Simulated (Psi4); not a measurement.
I2Sn, singlet, at a GFN2-xTB geometry of the parent state (such geometries of metal compounds can be far from the true shape) (all electrons, no relativity); PBE0/STO-3G (Psi4).

Psi4 was given this input:
```
memory 2 GB

molecule mol {
0 1
  Sn   -0.000629   -0.004605    1.211757
  I     1.134634   -1.926714   -0.578325
  I    -1.134041    1.931058   -0.564842
}

set basis sto-3g
set reference rks
set scf_type pk

energy('pbe0')
print_variables()
```

What the program printed (banner, timings and long lists left out):

```
   => Loading Basis Set <=

    Name: STO-3G
    Role: ORBITAL
    Keyword: BASIS

         ---------------------------------------------------------
                                   SCF
               by Justin Turney, Rob Parrish, Andy Simmonett
                          and Daniel G. A. Smith
                              RKS Reference
         ---------------------------------------------------------

  ==> Geometry <==

    Molecular point group: cs
    Full point group: Cs

    Geometry (in Angstrom), charge = 0, multiplicity = 1:

       Center              X                  Y                   Z               Mass
    ------------   -----------------  -----------------  -----------------  -----------------
         SN           0.003648846521    -1.211173521153     0.000000000000   119.902201630000
         I            2.235981042206     0.578913521949     0.000000000000   126.904471900000
         I           -2.239428554533     0.565430483964     0.000000000000   126.904471900000

  Running in cs symmetry.

  Rotational constants: A =      0.06509  B =      0.01326  C =      0.01102 [cm^-1]
  Rotational constants: A =   1951.39072  B =    397.64978  C =    330.33492 [MHz]
  Nuclear repulsion = 1312.294448417600051

  Charge       = 0
  Multiplicity = 1
  Electrons    = 156
  Nalpha       = 78
  Nbeta        = 78

  ==> Algorithm <==

  SCF Algorithm Type is PK.
  DIIS enabled.
  MOM disabled.
  Fractional occupation disabled.
  Guess Type is SAD.
  Energy threshold   = 1.00e-06
  Density threshold  = 1.00e-06
  Integral threshold = 1.00e-12

  ==> Primary Basis <==

  Basis Set: STO-3G
    Blend: STO-3G
    Number of shells: 33
    Number of basis functions: 81
    Number of Cartesian functions: 87
    Spherical Harmonics?: true
    Max angular momentum: 2

  ==> DFT Potential <==

   => LibXC <=

    Version 7.1.2
    S. Lehtola, C. Steigemann, M. J. T. Oliveira, and M. A. L. Marques,  SoftwareX 7, 1–5 (2018) (10.1016/j.softx.2017.11.002)

   => Composite Functional: PBE0 <=

    PBE0 Hyb-GGA Exchange-Correlation Functional

    C. Adamo and V. Barone,  J. Chem. Phys. 110, 6158 (1999) (10.1063/1.478522)
    M. Ernzerhof and G. E. Scuseria,  J. Chem. Phys. 110, 5029 (1999) (10.1063/1.478401)

    Deriv               =              1
    GGA                 =           TRUE
    Meta                =          FALSE

    Exchange Hybrid     =           TRUE
    MP2 Hybrid          =          FALSE

   => Exchange Functionals <=

    0.7500   Perdew, Burke & Ernzerhof

   => Exact (HF) Exchange <=

    0.2500               HF

   => Correlation Functionals <=

    1.0000   Perdew, Burke & Ernzerhof

   => LibXC Density Thresholds  <==

    XC_HYB_GGA_XC_PBEH:  1.00E-15

   => Molecular Quadrature <=

    Radial Scheme          =       TREUTLER
    Pruning Scheme         =           NONE
    Nuclear Scheme         =       TREUTLER

    Blocking Scheme        =         OCTREE
    BS radius alpha        =              1
    Pruning alpha          =              1
    Radial Points          =             75
    Spherical Points       =            302
    Total Points           =          56788
    Total Blocks           =            516
    Max Points             =            256
    Max Functions          =             60
    Weights Tolerance      =       1.00E-15

  ==> Integral Setup <==

  Using in-core PK algorithm.
   Calculation information:
      Number of atoms:                   3
      Number of AO shells:              33
      Number of primitives:             99
      Number of atomic orbitals:        87
      Number of basis functions:        81

      Integral cutoff                 1.00e-12
      Number of threads:                 1

  Performing in-core PK
  Using 11032362 doubles for integral storage.
  We computed 58036 shell quartets total.
  Whereas there are 157641 unique shell quartets.

  ==> DiskJK: Disk-Based J/K Matrices <==

    J tasked:                  Yes
    K tasked:                  Yes
    wK tasked:                  No
    Schwarz Cutoff:          1E-12

  Minimum eigenvalue in the overlap matrix is 3.2541980496E-01.
  Reciprocal condition number of the overlap matrix is 1.8550988968E-01.
    Using symmetric orthogonalization.

  ==> Pre-Iterations <==

  SCF Guess: Superposition of Atomic Densities via on-the-fly atomic UHF (no occupation information).

   -------------------------
    Irrep   Nso     Nmo
   -------------------------
     A'        57      57
     A"        24      24
   -------------------------
    Total      81      81
   -------------------------

  ==> Iterations <==

                        Total Energy        Delta E     RMS |[F,P]|

   @RKS iter SAD: -19666.15559627104813   -1.96662e+04   0.00000e+00
   @RKS iter   1: -19670.19652218783449   -4.04093e+00   4.87555e-03 ADIIS/DIIS
   @RKS iter   2: -19670.21531451202827   -1.87923e-02   2.31563e-03 ADIIS/DIIS
   @RKS iter   3: -19670.24060683230709   -2.52923e-02   1.57159e-03 ADIIS/DIIS
   @RKS iter   4: -19670.25509190982848   -1.44851e-02   5.50938e-05 DIIS
   @RKS iter   5: -19670.25511620325415   -2.42934e-05   4.65432e-06 DIIS
   @RKS iter   6: -19670.25511642125639   -2.18002e-07   2.02697e-06 DIIS
   @RKS iter   7: -19670.25511644646394   -2.52076e-08   1.30984e-07 DIIS
  Energy and wave function converged.

  ==> Post-Iterations <==

   Electrons on quadrature grid:
      Ntotal   =  155.9999504612 ; deviation = -4.954e-05

    Orbital Energies [Eh]
    ---------------------

    Doubly Occupied:

       1Ap  -1153.822575     2Ap  -1153.822575     3Ap  -1019.974520
       4Ap  -172.697595     5Ap  -172.697561     6Ap  -164.797544
       7Ap  -164.797540     1App -164.796704     2App -164.796704
       8Ap  -164.796512     9Ap  -164.796510    10Ap  -149.409745
       3App -142.017875    11Ap  -142.017475    12Ap  -142.017168
      13Ap   -33.516852    14Ap   -33.516721    15Ap   -30.791240
      16Ap   -30.791172     4App  -30.788112     5App  -30.788100
      17Ap   -30.787412    18Ap   -30.787392    19Ap   -27.715157
       6App  -25.014798    20Ap   -25.013325    21Ap   -25.012186
      22Ap   -22.088851    23Ap   -22.088849     7App  -22.088289
       8App  -22.088289    24Ap   -22.087792    25Ap   -22.087792
       9App  -22.085717    10App  -22.085717    26Ap   -22.085691
      27Ap   -22.085691    28Ap   -17.073072    11App  -17.072819
      12App  -17.072071    29Ap   -17.070869    30Ap   -17.070764
      31Ap    -5.722077    32Ap    -5.722074    33Ap    -4.478315
      34Ap    -4.478310    13App   -4.467526    14App   -4.467524
      35Ap    -4.464948    36Ap    -4.464941    37Ap    -4.138420
      15App   -3.022602    38Ap    -3.016813    39Ap    -3.012369
      40Ap    -1.572306    41Ap    -1.572023    16App   -1.569420
      17App   -1.569353    42Ap    -1.567549    43Ap    -1.567541
      18App   -1.559540    19App   -1.559540    44Ap    -1.559411
      45Ap    -1.559407    46Ap    -0.596449    47Ap    -0.592778
      20App   -0.592388    21App   -0.589182    48Ap    -0.584763
      49Ap    -0.519856    50Ap    -0.487248    51Ap    -0.331940
      52Ap    -0.242929    53Ap    -0.199711    22App   -0.199421
      23App   -0.182490    54Ap    -0.177987    55Ap    -0.157586

    Virtual:

      24App   -0.027959    56Ap     0.074806    57Ap     0.089149

    Final Occupation by Irrep:
             Ap   App
    DOCC [    55,   23 ]
    NA   [    55,   23 ]
    NB   [    55,   23 ]

  @RKS Final Energy: -19670.25511644646394

   => Energetics <=

    Nuclear Repulsion Energy =           1312.2944484176000515
    One-Electron Energy =              -29755.3042977929071640
    Two-Electron Energy =                9159.4834656618986628
    DFT Exchange-Correlation Energy =    -386.7287327330545281
    Empirical Dispersion Energy =           0.0000000000000000
    VV10 Nonlocal Energy =                  0.0000000000000000
    Total Energy =                     -19670.2551164464639442

Computation Completed

Properties will be evaluated at   0.000000,   0.000000,   0.000000 [a0]

Properties computed using the SCF density matrix

 Multipole Moments:

 ------------------------------------------------------------------------------------
     Multipole            Electronic (a.u.)      Nuclear  (a.u.)        Total (a.u.)
 ------------------------------------------------------------------------------------

 L = 1.  Multiply by 2.5417464519 to convert [e a0] to [Debye]
 Dipole X            :          0.0040403           -0.0005212            0.0035191
 Dipole Y            :         -1.3411974            0.1730162           -1.1681811
 Dipole Z            :          0.0000000            0.0000000            0.0000000
 Magnitude           :                                                    1.1681864

 ------------------------------------------------------------------------------------

  Variable Map:
  ----------------------------------------------------------------------------
  "CURRENT ENERGY"              =>  -19670.255116446464
  "CURRENT REFERENCE ENERGY"    =>  -19670.255116446464
  "DD SOLVATION ENERGY"         =>       0.000000000000
  "DFT FUNCTIONAL TOTAL ENERGY" =>  -19670.255116446464
  "DFT TOTAL ENERGY"            =>  -19670.255116446464
  "DFT VV10 ENERGY"             =>       0.000000000000
  "DFT XC ENERGY"               =>    -386.728732733055
  "GRID ELECTRONS ALPHA"        =>      77.999975230617
  "GRID ELECTRONS BETA"         =>      77.999975230617
  "GRID ELECTRONS TOTAL"        =>     155.999950461234
  "NUCLEAR REPULSION ENERGY"    =>    1312.294448417600
  "ONE-ELECTRON ENERGY"         =>  -29755.304297792907
  "PCM POLARIZATION ENERGY"     =>       0.000000000000
  "PE ENERGY"                   =>       0.000000000000
  "SCF ITERATION ENERGY"        =>  -19670.255116446464
  "SCF ITERATIONS"              =>       7.000000000000
  "SCF TOTAL ENERGY"            =>  -19670.255116446464
  "TWO-ELECTRON ENERGY"         =>    9159.483465661899
  "XC GRID RADIAL POINTS"       =>      75.000000000000
  "XC GRID SPHERICAL POINTS"    =>     302.000000000000
  "XC GRID TOTAL POINTS"        =>   56788.000000000000

  Array Variable Map:
  ----------------------------------------------------------------------------
  "CURRENT DIPOLE"              =>       0.003519074610 ... 0.000000000000 1 by 3
  "SCF DIPOLE"                  =>       0.003519074610 ... 0.000000000000 1 by 3
  "SCF TOTAL ENERGIES"          =>  -19666.155596271048 ... -19670.255116446464 1 by 8
```
